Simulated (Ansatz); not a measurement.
Consider the ligand exchange at the Si–C bond: `C[SiH](O)O` + `O[SiH2]F` → `O[SiH](O)O[SiH2]F` + CH₄.

Gas-phase electronic energies from Ansatz, PBE0-D4/def2-TZVP geometries. CBS: MP2 limit from def2 TZ/QZ plus the TZ coupled-cluster correction, frozen cores. This one scheme is used for every species. DFT in def2-TZVPP. B3LYP here is the variant with VWN-RPA as its local correlation; programs differ in this. HSE06 is defined as in plane-wave codes. One conformer a species, not always the lowest.

Problem. Is it downhill or uphill in electronic energy at CCSD(T)/CBS, and by how much? (An estimate is asked.)

Solution. The calculation gave: Downhill: ΔE = -135.1 kJ/mol.

Problem. What do these levels give: r2SCAN-D4, PBE-QIDH, B3LYP, HSE06, HF/def2-QZVPP, CCSD/CBS(def2)? (Estimate.)

Solution. Computed: r2SCAN-D4 -134.2, PBE-QIDH -132.0, B3LYP -134.1, HSE06 -124.1, HF/def2-QZVPP -156.2, CCSD/CBS(def2) -137.4 kJ/mol.

Largest T1 diagnostic among the species: 0.012.

From PBE to PBE0 (25 % exact exchange), in def2-TZVPP and without D4, ΔE moves by −6.6 kJ/mol. Leaving LDA and LC-ωPBE aside and taking each functional with its dispersion term where it has one, the values, not all of them listed here, spread over 27.2 kJ/mol, from BHLYP-D4 to PBE-D4.
